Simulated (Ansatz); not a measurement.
The inner images of a band of AlClFH₃O (7 atoms, charge 0, multiplicity 1) are given out of order.

Theory: Ansatz 0.2.0, RKS revPBE-D4/def2-SVP.

Image 0:

```xyz
7
Properties=species:S:1:pos:R:3
Al 0.150 0.026 0.141
H 0.031 0.766 1.544
Cl 1.812 0.400 -1.137
F -1.294 -0.419 -0.656
O 0.371 -1.901 0.728
H -0.424 -2.314 0.323
H 0.286 -2.037 1.693
```

Image 8:

```xyz
7
Properties=species:S:1:pos:R:3
Al 0.133 -0.636 -0.290
H 0.173 0.276 1.872
Cl 1.794 0.527 -0.836
F -1.404 -0.004 -0.527
O 0.383 -2.274 0.147
H -0.360 -2.884 0.279
H 0.213 -0.485 1.991
```

Task: Put them in order from the first end to the last, with their energies above the first end.
A.
```xyz
7
Properties=species:S:1:pos:R:3
Al 0.134 0.002 0.091
H 0.067 0.573 1.579
Cl 1.815 0.447 -1.137
F -1.328 -0.282 -0.727
O 0.360 -1.911 0.715
H -0.393 -2.469 0.425
H 0.276 -1.838 1.689
```
B.
```xyz
7
Properties=species:S:1:pos:R:3
Al 0.160 -0.412 -0.148
H 0.164 -0.041 1.748
Cl 1.812 0.577 -0.996
F -1.390 -0.035 -0.677
O 0.372 -2.045 0.520
H -0.398 -2.638 0.552
H 0.212 -0.886 1.636
```
C.
```xyz
7
Properties=species:S:1:pos:R:3
Al 0.155 -0.277 -0.076
H 0.161 -0.024 1.675
Cl 1.823 0.558 -1.048
F -1.390 -0.072 -0.709
O 0.359 -1.979 0.650
H -0.392 -2.604 0.606
H 0.214 -1.081 1.538
```
D.
```xyz
7
Properties=species:S:1:pos:R:3
Al 0.157 -0.522 -0.236
H 0.154 0.033 1.830
Cl 1.801 0.588 -0.929
F -1.389 -0.005 -0.638
O 0.388 -2.132 0.366
H -0.396 -2.691 0.498
H 0.215 -0.749 1.745
```
E.
```xyz
7
Properties=species:S:1:pos:R:3
Al 0.143 -0.129 -0.008
H 0.136 0.133 1.623
Cl 1.828 0.543 -1.089
F -1.379 -0.122 -0.739
O 0.367 -1.961 0.699
H -0.391 -2.578 0.623
H 0.227 -1.366 1.527
```
F.
```xyz
7
Properties=species:S:1:pos:R:3
Al 0.146 -0.592 -0.308
H 0.147 0.144 1.897
Cl 1.799 0.568 -0.886
F -1.394 0.009 -0.598
O 0.389 -2.211 0.218
H -0.377 -2.771 0.427
H 0.221 -0.626 1.886
```
G.
```xyz
7
Properties=species:S:1:pos:R:3
Al 0.134 -0.043 0.043
H 0.101 0.352 1.601
Cl 1.822 0.506 -1.122
F -1.353 -0.191 -0.755
O 0.363 -1.942 0.700
H -0.391 -2.548 0.544
H 0.256 -1.613 1.624
```

Result: A (+3.3 kJ/mol), G (+14.1 kJ/mol), E (+36.8 kJ/mol), C (+68.4 kJ/mol), B (+41.4 kJ/mol), D (+12.2 kJ/mol), F (+0.3 kJ/mol).

Run time: 82 s on 1 thread of Intel(R) Xeon(R) 6975P-C (Granite Rapids) (shared host), peak memory 0.16 GiB.
